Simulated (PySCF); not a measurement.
## WO2F2: breathing scan

Method: PySCF, PBE0, basis W def2-SVP with ECP60, O def2-SVP, F def2-SVP (scalar-relativistic core potentials, no spin–orbit coupling, density fitting).

Rigid scan from the singlet minimum (W–F 1.858 Å (×2), W–O 1.692 Å (×2); F–W–F 115.8°, F–W–O 108.7° (×4), O–W–O 105.9°). Coordinate: all bonds to the central atom scaled together. Energies in kJ/mol from the minimum.

Problem. Predict the curve at 0.88, 0.92, 0.96, 1.00, 1.04, 1.08, 1.14, 1.22, 1.35.

Solution. 
```tsv
scale of all bonds to the centre	E (kJ/mol)	dipole size (D)
0.88	664.7	1.98
0.92	258.9	1.92
0.96	57.0	1.83
1.00	0.0	1.72
1.04	44.6	1.59
1.08	158.7	1.44
1.14	410.7	1.18
1.22	818.9	0.81
1.35	1499.5	0.20
```

At long bonds a restricted determinant can lie too high, and another spin state can fall below this curve.

No spin–orbit coupling is included, which matters more the heavier the element.

Other isomers or separated fragments may lie lower.

The scan took 15 s on 2 threads of a shared Intel Xeon Platinum 8488C (Sapphire Rapids) host; the process peaked at 1.2 GiB.
